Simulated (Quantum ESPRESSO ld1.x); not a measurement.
Results of a calculation; reference values are marked as such.
Task: Species: Zn3+. Configuration: [Ar] 3d9 (the NIST ground configuration). Code: ld1.x of Quantum ESPRESSO 7.5. Model: Dirac Kohn-Sham, Wu-Cohen GGA, spin-unpolarised, spherical densities, point nucleus; open shells are shared between the two j in proportion to 2j + 1. Some entries of the table are withheld. Estimate them.

| orbital | occ. | eigenvalue (eV) | <r^2> (bohr^2) | r(max) (bohr) |
|---|---|---|---|---|
| 1s1/2 | 2 | -9563.28 | (1) | 0.03292 |
| 2s1/2 | 2 | -1200.00 | 0.06036 | 0.1894 |
| 2p1/2 | 2 | -1062.28 | 0.04718 | (2) |
| 2p3/2 | 4 | -1038.40 | 0.04871 | (3) |
| 3s1/2 | 2 | -170.798 | 0.5306 | 0.5875 |
| 3p1/2 | 2 | (4) | 0.5769 | 0.5854 |
| 3p3/2 | 4 | (5) | 0.5939 | 0.5935 |
| 3d3/2 | 3.6 | -50.9710 | 0.8510 | 0.5568 |
| 3d5/2 | 5.4 | -50.5748 | 0.8612 | 0.5596 |
| 4s1/2 | 0 | -35.3227 | 4.564 | 1.760 |
| 4p1/2 | 0 | -26.5989 | 6.117 | 2.031 |
| 4p3/2 | 0 | -26.3138 | 6.240 | 2.056 |
| 4d3/2 | 0 | -14.9042 | (6) | 2.931 |
| 4d5/2 | 0 | -14.8741 | (7) | 2.939 |
| 4f5/2 | 0 | -8.3432 | 30.36 | 4.493 |
| 4f7/2 | 0 | -8.3430 | 30.37 | 4.493 |

Result: 
(1) 1s1/2 <r^2> (bohr^2): 0.003407
(2) 2p1/2 r(max) (bohr): 0.1501
(3) 2p3/2 r(max) (bohr): 0.1530
(4) 3p1/2 eigenvalue (eV): -127.051
(5) 3p3/2 eigenvalue (eV): -123.934
(6) 4d3/2 <r^2> (bohr^2): 12.72
(7) 4d5/2 <r^2> (bohr^2): 12.78
